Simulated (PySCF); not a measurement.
Compound: As₂.
Geometry (CAM-B3LYP/def2-SVPD, Å), atoms numbered from 1 in this order:
```xyz
2
As2 angstrom
As     0.1762   -0.6733    0.7638
As    -0.1734    0.6746   -0.7779
```

Computed, not measured: CAM-B3LYP/def2-SVPD geometry optimisation, gas phase (PySCF).

Masses are those of the commonest isotopes; rigid-rotor values at the optimised geometry. 

(1) What are the moment of inertia and the rotational constant?

(2) List the first levels of a rigid rotor in a Σ state.

(3) Has it a pure rotational spectrum?

(4) Estimate the classical rotational partition function at 10 K, 25 K and 200 K.

## Answers

(1) I = 161.673 u·Å², B = 505379 MHz·u·Å²/I = 3126 MHz (0.1043 cm⁻¹, or 0.150 K as hB/k). For two atoms I = μr² with μ = 37.4608 u and r = 2.0774 Å.

(2) E(J) = BJ(J+1): J = 1: 0.209, J = 2: 0.626, J = 3: 1.251, J = 4: 2.085, J = 5: 3.128, J = 6: 4.379 cm⁻¹.

(3) Not by electric dipole: D∞h allows no dipole (computed 0.00 D). Rotational Raman lines (ΔJ = 2) lie at B(4J + 6), spaced by 4B = 0.417 cm⁻¹, with nuclear-spin weights that differ between even and odd J.

(4) Point group D∞h, symmetry number σ = 2; q = kT/(σhB), k/h = 20836.6 MHz/K: 33.3 at 10 K, 83.3 at 25 K, 667 at 200 K.

No frequency check. Zero-point vibration and centrifugal distortion are left out.

On an Intel Xeon Platinum 8488C with one thread (shared host), this took 7.9 s and 0.41 GiB of memory at its peak. These figures are those of the optimisation.
